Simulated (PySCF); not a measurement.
**RuH from Hartree–Fock to correlated methods**

State: ⁴Σ⁻ (quartet), unpaired electrons σ ↑, δ ↑↑. Set-up: basis H def2-TZVPP, Ru def2-TZVPP with ECP28; scalar-relativistic core potentials; PySCF 2.14. De refers to H + Ru (4d7 5s1) in their high-spin ground configurations, without counterpoise correction. The functionals are run spin-unrestricted. A positive dipole means H(−)Ru(+).

```json
{"Level": "ROHF", "Re (Å)": "1.662", "ωe (cm⁻¹)": "1673", "De (eV)": "n/a", "μ (D)": "3.85"}
{"Level": "ROHF-MP2", "Re (Å)": "1.528", "ωe (cm⁻¹)": "2202", "De (eV)": "n/a", "μ (D)": "n/a"}
{"Level": "ROHF-SCS-MP2", "Re (Å)": "1.548", "ωe (cm⁻¹)": "2106", "De (eV)": "n/a", "μ (D)": "n/a"}
{"Level": "ROHF-CCSD", "Re (Å)": "1.579", "ωe (cm⁻¹)": "1982", "De (eV)": "2.57", "μ (D)": "n/a"}
{"Level": "ROHF-CCSD(T)", "Re (Å)": "1.574", "ωe (cm⁻¹)": "2005", "De (eV)": "2.71", "μ (D)": "n/a"}
{"Level": "PBE", "Re (Å)": "1.573", "ωe (cm⁻¹)": "2016", "De (eV)": "2.86", "μ (D)": "1.85"}
{"Level": "BLYP", "Re (Å)": "1.587", "ωe (cm⁻¹)": "1965", "De (eV)": "2.85", "μ (D)": "1.85"}
{"Level": "BP86", "Re (Å)": "1.575", "ωe (cm⁻¹)": "2019", "De (eV)": "3.01", "μ (D)": "1.83"}
{"Level": "r²SCAN", "Re (Å)": "1.574", "ωe (cm⁻¹)": "2036", "De (eV)": "2.79", "μ (D)": "2.07"}
{"Level": "PBE0", "Re (Å)": "1.577", "ωe (cm⁻¹)": "1988", "De (eV)": "2.61", "μ (D)": "2.24"}
{"Level": "r²SCAN0", "Re (Å)": "1.578", "ωe (cm⁻¹)": "1998", "De (eV)": "2.60", "μ (D)": "2.38"}
{"Level": "M06", "Re (Å)": "1.594", "ωe (cm⁻¹)": "1853", "De (eV)": "2.42", "μ (D)": "2.21"}
{"Level": "LC-ωPBE", "Re (Å)": "1.585", "ωe (cm⁻¹)": "1975", "De (eV)": "2.65", "μ (D)": "2.78"}
```

Task: Which functional lies closest to ROHF-CCSD(T) in De, which farthest, and by how much do they differ from it?

Result: Closest is LC-ωPBE (+1.1 pm in Re, -1.5 % in ωe, -0.06 eV in De against ROHF-CCSD(T) in the same basis), farthest BP86 (+0.1 pm in Re, +0.7 % in ωe, +0.30 eV in De). CCSD(T) converges more slowly with the basis than the functionals do and binds too weakly in this one, so the order can change at the basis-set limit.

Task: What does a quarter of exact exchange do here, going from PBE to PBE0?

Result: PBE0 less PBE: +0.4 pm in Re, -1.4 % in ωe, -0.25 eV in De. Exact exchange removes part of the self-interaction that spreads semilocal densities, and in most molecules shortens and stiffens the bond and lowers De; here Re and ωe go the other way.

Task: What does the step from GGA to meta-GGA do here, going from PBE to r²SCAN?

Result: r²SCAN less PBE: +0.1 pm in Re, +1.0 % in ωe, -0.07 eV in De. 

Correlated steps freeze no core orbitals. The metal atom is held in its measured ground configuration; semilocal functionals can put another filling of s and d lower by some tenths of an eV, and De to that atom would be smaller. These are scalar-relativistic numbers at best; spin–orbit coupling would shift them, the dissociation energy most. With d or f electrons several states lie close, and the lowest PBE0 determinant need not be the measured ground state.
